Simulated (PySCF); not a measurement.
**Working out the ionisation energy of Xe⁺**

Xe⁺ [Kr] 4d10 5s2 5p5 (2P) → Xe²⁺ [Kr] 4d10 5s2 5p4 (3P). Calculation: PySCF 2.14, in x2c-SVPall (6s5p3d, 36 functions); scalar relativity by spin-free X2C-1e. Frozen: [Kr] 4d10. Energies in hartree (1 hartree = 27.21139 eV):

```csv
part,Xe⁺ (lower),Xe²⁺ (upper)
UHF,-7442.239044,-7441.495039
CCSD correlation,-0.079268,-0.061314
(T),-0.000797,-0.000601
```

Question: What does Hartree-Fock give?

Answer: (-7441.495039) − (-7442.239044) = 0.744005 hartree = 20.245 eV.

Question: What do CCSD and CCSD(T) give?

Answer: The CCSD correlation energies differ by 0.017954 hartree = 0.489 eV and the triples by 0.000196 hartree = 0.005 eV, so CCSD gives 20.734 eV and CCSD(T) 20.739 eV.

Reference: 20.975 eV (semi-empirical (NIST evaluation); NIST Atomic Spectra Database, ionization energies), between the lowest levels; spin-orbit coupling is absent from the calculation.

A double-zeta basis recovers only part of the correlation energy.

What remains against the reference includes basis incompleteness, the frozen core and higher excitations.
